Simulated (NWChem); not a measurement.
Everything below was run with NWChem. System: dimethyl carbonate (C3H6O3), charge 0, spin multiplicity 1, at a geometry optimised with PBE0/def2-SVP. Level: RHF/def2-SVP.

NWChem printed:

```
             Northwest Computational Chemistry Package (NWChem) 7.3.0
             --------------------------------------------------------

                                NWChem Input Module
                                -------------------

 Scaling coordinates for geometry "geometry" by  1.889725989
 (inverse scale =  0.529177249)

 Turning off AUTOSYM since
 SYMMETRY directive was detected!

                             Geometry "geometry" -> ""
                             -------------------------

 Output coordinates in angstroms (scale by  1.889725989 to convert to a.u.)

  No.       Tag          Charge          X              Y              Z
 ---- ---------------- ---------- -------------- -------------- --------------
    1 C                    6.0000    -2.31369800    -0.10021500     0.01942300
    2 O                    8.0000    -1.07677700    -0.04641100     0.70439600
    3 C                    6.0000     0.00000000     0.00000000    -0.07184100
    4 O                    8.0000     0.00000000     0.00000000    -1.27420300
    5 O                    8.0000     1.07677700     0.04641100     0.70439600
    6 C                    6.0000     2.31369800     0.10021500     0.01942300
    7 H                    1.0000    -2.37943000    -1.00215100    -0.60729900
    8 H                    1.0000    -3.09022200    -0.12256200     0.79290300
    9 H                    1.0000    -2.44745400     0.78140800    -0.62497400
   10 H                    1.0000     3.09022200     0.12256200     0.79290300
   11 H                    1.0000     2.37943000     1.00215100    -0.60729900
   12 H                    1.0000     2.44745400    -0.78140800    -0.62497400

 Effective nuclear repulsion energy (a.u.)     253.4101454716

            Nuclear Dipole moment (a.u.)
            ----------------------------
        X                 Y               Z
 ---------------- ---------------- ----------------
     0.0000000000    -0.0000000000     0.0000037795

      Symmetry information
      --------------------

 Group name             C2
 Group number              4
 Group order               2
 No. of unique centers     7

      Symmetry unique atoms

     1    2    3    4    7    8    9


 Summary of "ao basis" -> "" (spherical)
 ------------------------------------------------------------------------------
       Tag                 Description            Shells   Functions and Types
 ---------------- ------------------------------  ------  ---------------------
[...]
    23     -0.190149   2 O  pz               65      0.190149   5 O  pz

 Vector   24  Occ=2.000000D+00  E=-4.720879D-01  Symmetry=b
              MO Center=  4.3D-14,  2.6D-15, -4.6D-01, r^2= 2.6D+00
   Bfn.  Coefficient  Atom+Function         Bfn.  Coefficient  Atom+Function
  ----- ------------  ---------------      ----- ------------  ---------------
    47      0.434106   4 O  py               50      0.348080   4 O  py
    19     -0.277752   2 O  py               61     -0.277752   5 O  py
    22     -0.238869   2 O  py               64     -0.238869   5 O  py

 Vector   25  Occ=0.000000D+00  E= 1.871890D-01  Symmetry=a
              MO Center=  3.7D-16, -4.9D-17, -3.3D-01, r^2= 1.2D+01
   Bfn.  Coefficient  Atom+Function         Bfn.  Coefficient  Atom+Function
  ----- ------------  ---------------      ----- ------------  ---------------
     3      2.016752   1 C  s                73      2.016752   6 C  s
    86     -0.960407   7 H  s               106     -0.960407  11 H  s
    96     -0.952610   9 H  s               111     -0.952610  12 H  s
    91     -0.821500   8 H  s               101     -0.821500  10 H  s
    31     -0.621148   3 C  s                45      0.263255   4 O  s

 Vector   26  Occ=0.000000D+00  E= 1.989237D-01  Symmetry=b
              MO Center= -5.4D-16, -6.8D-16, -1.9D-01, r^2= 1.3D+01
   Bfn.  Coefficient  Atom+Function         Bfn.  Coefficient  Atom+Function
  ----- ------------  ---------------      ----- ------------  ---------------
     3      2.112988   1 C  s                73     -2.112988   6 C  s
    91     -0.981229   8 H  s               101      0.981229  10 H  s
    86     -0.967055   7 H  s               106      0.967055  11 H  s
    96     -0.940411   9 H  s               111      0.940411  12 H  s
     7     -0.264691   1 C  px               77     -0.264691   6 C  px

 Vector   27  Occ=0.000000D+00  E= 2.115887D-01  Symmetry=b
              MO Center=  1.8D-16, -2.3D-16, -3.5D-01, r^2= 3.5D+00
   Bfn.  Coefficient  Atom+Function         Bfn.  Coefficient  Atom+Function
  ----- ------------  ---------------      ----- ------------  ---------------
    36      0.647035   3 C  py               96      0.549409   9 H  s
   111     -0.549409  12 H  s                86     -0.518219   7 H  s
   106      0.518219  11 H  s                33      0.469681   3 C  py
    50     -0.442227   4 O  py                8     -0.435196   1 C  py
    78     -0.435196   6 C  py               47     -0.317384   4 O  py

 center of mass
 --------------
 x =   0.00000000 y =   0.00000000 z =   0.01828575

 moments of inertia (a.u.)
 ------------------
         172.473541315583         -31.705558047066          -0.000000000000
         -31.705558047066         903.492535764554           0.000000000000
          -0.000000000000           0.000000000000         756.697089403143

  Mulliken analysis of the total density
  --------------------------------------

    Atom       Charge   Shell Charges
 -----------   ------   -------------------------------------------------------
    1 C    6     5.78   1.99  0.86  0.18  1.97  0.73  0.06
    2 O    8     8.49   1.99  1.06  0.73  2.88  1.82  0.02
    3 C    6     5.31   1.99  0.89  0.02  1.84  0.36  0.20
    4 O    8     8.44   1.99  1.07  0.73  2.82  1.82  0.02
    5 O    8     8.49   1.99  1.06  0.73  2.88  1.82  0.02
    6 C    6     5.78   1.99  0.86  0.18  1.97  0.73  0.06
    7 H    1     0.95   0.76  0.17  0.02
    8 H    1     0.95   0.76  0.16  0.02
    9 H    1     0.95   0.76  0.17  0.02
   10 H    1     0.95   0.76  0.16  0.02
   11 H    1     0.95   0.76  0.17  0.02
   12 H    1     0.95   0.76  0.17  0.02

       Multipole analysis of the density wrt the origin
       ------------------------------------------------

     L   x y z        total         open         nuclear
     -   - - -        -----         ----         -------
     0   0 0 0     -0.000000      0.000000     48.000000

     1   1 0 0      0.000000      0.000000      0.000000
     1   0 1 0     -0.000000      0.000000     -0.000000
     1   0 0 1      0.110506      0.000000      0.000004

     2   2 0 0    -17.844005      0.000000    447.068473
     2   1 1 0      0.321157      0.000000     18.868287
     2   1 0 1     -0.000000      0.000000      0.000000
     2   0 2 0    -25.343179      0.000000     12.194589
     2   0 1 1      0.000000      0.000000      0.000000
     2   0 0 2    -31.241357      0.000000     84.774278

 Task  times  cpu:        4.1s     wall:        4.1s

 Total times  cpu:        4.1s     wall:        4.1s
```

Problem. Write an NWChem input that would produce this output.

Solution. This is not unique; one that fits is 
```
start mol
memory heap 200 mb stack 900 mb global 1100 mb
geometry units angstroms nocenter noautoz
  C     -2.313698    -0.100215     0.019423
  O     -1.076777    -0.046411     0.704396
  C      0.000000     0.000000    -0.071841
  O      0.000000     0.000000    -1.274203
  O      1.076777     0.046411     0.704396
  C      2.313698     0.100215     0.019423
  H     -2.379430    -1.002151    -0.607299
  H     -3.090222    -0.122562     0.792903
  H     -2.447454     0.781408    -0.624974
  H      3.090222     0.122562     0.792903
  H      2.379430     1.002151    -0.607299
  H      2.447454    -0.781408    -0.624974
  symmetry group C2
end
basis spherical
  * library def2-svp
end
scf
  rhf
  nopen 0
  maxiter 100
  thresh 1e-7
  semidirect memsize 60000000 filesize 0
end
task scf energy
```
